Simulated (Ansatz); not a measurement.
`[SiH3][SiH2][SiH2][GeH2][SiH2][SiH3]` and `[SiH3][SiH2][GeH2][SiH2][SiH3]` differ in one atom or group.

Ansatz, PBE0-D4/def2-TZVP geometries, multiplicity 1. Each molecule was computed in one conformer, which needn't be the lowest.

Scalar relativity is left out up to krypton.

| property | `[SiH3][SiH2][SiH2][GeH2][SiH2][SiH3]` |
| --- | --- |
| HOMO energy (ωB97M-V/def2-TZVPP) / eV | -9.69 |
| size of the dipole moment (PBE/def2-TZVPP) / D | 0.11 |
| LUMO energy (ωB97M-V/def2-TZVPP) / eV | 1.09 |
| HOMO–LUMO gap (ωB97M-V/def2-TZVPP) / eV | 10.78 |
| LUMO energy (PBE/def2-TZVPP) / eV | -1.38 |
| HOMO energy (PBE0/def2-TZVPP) / eV | -7.77 |

**Question.** Give the same properties after the change, and the shifts. (An estimate is asked.)

**Answer.** Ansatz gave: 
```tsv
property	`[SiH3][SiH2][GeH2][SiH2][SiH3]`	shift
HOMO energy (ωB97M-V/def2-TZVPP) / eV	-9.72	-0.03
size of the dipole moment (PBE/def2-TZVPP) / D	0.06	-0.05
LUMO energy (ωB97M-V/def2-TZVPP) / eV	1.31	0.22
HOMO–LUMO gap (ωB97M-V/def2-TZVPP) / eV	11.03	0.25
LUMO energy (PBE/def2-TZVPP) / eV	-1.16	0.22
HOMO energy (PBE0/def2-TZVPP) / eV	-7.79	-0.02
```

Dipoles are sizes alone; their direction can turn.
